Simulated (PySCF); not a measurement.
**Two-dimensional NMR puzzle**

Compound of formula C6H9F2N. Correlations simulated from computed shifts and the bond graph:

HSQC (one-bond C–H):
| δH | δC |
| --- | --- |
| 7.28 | 149.9 |
| 6.13 | 124.7 |
| 4.48 | 99.9 |
| 4.20 | 99.9 |
| 2.75 | 51.6 |
| 2.22 | 21.1 |

COSY cross peaks (H two or three bonds apart, from the bond graph; peaks can be absent where the dihedral angle is near 90°):
| δH | δH |
| --- | --- |
| 7.28 | 4.48 |
| 7.28 | 4.20 |
| 6.13 | 2.75 |
| 4.48 | 4.20 |

HMBC (two and three bonds, from the bond graph):
| δH | δC |
| --- | --- |
| 7.28 | 167.6, 99.9 |
| 6.13 | 167.6, 51.6 |
| 4.48 | 149.9 |
| 4.20 | 149.9 |
| 2.75 | 167.6, 124.7, 21.1 |
| 2.22 | 167.6, 51.6 |

Carbons without hydrogens: δ 167.6.

PySCF 2.14.0 with density-fitted response routines calculation with σ from GIAO-PBE0/pcSseg-1 and geometry from GFN2-xTB; single conformer, no solvent, no relativistic terms, rapidly exchanging positions averaged.

Chemical shifts δ = σref − σ; 1H (31.72 ppm) and 13C (186.93 ppm) vs TMS, all at this level.

Exchangeable hydrogens are left out of these lists.

Work out the connectivity.

Answers

SMILES C=C/N=C(\C)CC(F)F.

Numbering as in the mapped SMILES `[CH2:1]=[CH:2]/[N:3]=[C:4](\[CH3:5])[CH2:6][CH:7]([F:8])[F:9]` (H(Xn): hydrogen on atom n). Ha(C1) is cis to N3; Hb(C1) is trans to N3.

- δC 167.6 is C4, a C=N carbon.
- δC 149.9 is C2, an alkene CH (δH 7.28).
- δC 124.7 is C7, an sp3 CH bonded to 2 F (δH 6.13).
- δC 99.9 is C1, a terminal =CH2 carbon (δH 4.20, 4.48).
- δC 51.6 is C6, an sp3 CH2 (δH 2.75).
- δC 21.1 is C5, a methyl carbon (δH 2.22).
- HMBC from δH 7.28 reaches the proton-free carbon C4.
- HMBC from δH 6.13 reaches the proton-free carbon C4.
- HMBC from δH 2.75 reaches the proton-free carbon C4.
- HMBC from δH 2.22 reaches the proton-free carbon C4.
- COSY links 7.28–4.48, 7.28–4.20, 6.13–2.75, 4.48–4.20.

The shifts were computed for this structure.

Shifts are as computed. Against solution values, carbons near 30 ppm lie about +3 ppm off and those near 130 ppm about +5 ppm. Of 1211 compounds with measured shifts, 218 miss one by over three times the rms of a fit or turn the order of signals round; such compounds aren't used in these exercises.
